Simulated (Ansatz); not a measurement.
Geometry optimisation, RKS PBE/def2-SVP (Ansatz).

input.yaml

```yaml
crystal:
  periodic: [false, false, false]
  atoms:
    - { symbol: B, position_ang: [0.117637, -0.581681, -0.267123] }
    - { symbol: F, position_ang: [-0.14278, 0.416374, 2.032902] }
    - { symbol: F, position_ang: [1.217826, 0.12702, -0.508144] }
    - { symbol: F, position_ang: [-1.046587, -0.095015, -0.690369] }
    - { symbol: P, position_ang: [0.200198, -2.300443, 0.588597] }
    - { symbol: H, position_ang: [-0.707506, -2.979164, -0.288268] }
    - { symbol: H, position_ang: [1.407585, -2.760813, -0.030282] }
    - { symbol: H, position_ang: [-0.140871, -0.441678, 2.400088] }
basis:
  gaussian: { orbitals: def2-SVP }
hamiltonian:
  xc: pbe
relax:
  f_tol: 0.03
  max_steps: 50
```

Command:

```bash
$ ansatz run input.yaml --threads 2 --pin off --max-ram 3072MiB --backend cpu --events-out ev --progress --plain --runs-dir out
```

Question: Where does it end, and by what steps?

Answer: The forces met the threshold. After 5 steps the energy has fallen by 0.019 eV; H8 moved furthest, 0.20 Å.

```
step  energy less start (eV)  largest force component (eV/Å)  accepted
   0                  0.0000                           0.414       yes
   1                 -0.0111                           0.504       yes
   2                 -0.0042                           0.499        no
   3                 -0.0180                           0.139       yes
   4                 -0.0184                           0.113       yes
   5                 -0.0193                           0.028       yes
```

```xyz
8
Properties=species:S:1:pos:R:3
B 0.119 -0.538 -0.277
F -0.164 0.357 2.045
F 1.225 0.157 -0.520
F -1.043 -0.062 -0.714
P 0.204 -2.257 0.634
H -0.730 -2.961 -0.192
H 1.402 -2.744 0.018
H -0.107 -0.567 2.243
```

Time of the run: 7.2 s on 2 threads of Arm Neoverse V2, on a shared host, peak memory 0.12 GiB.
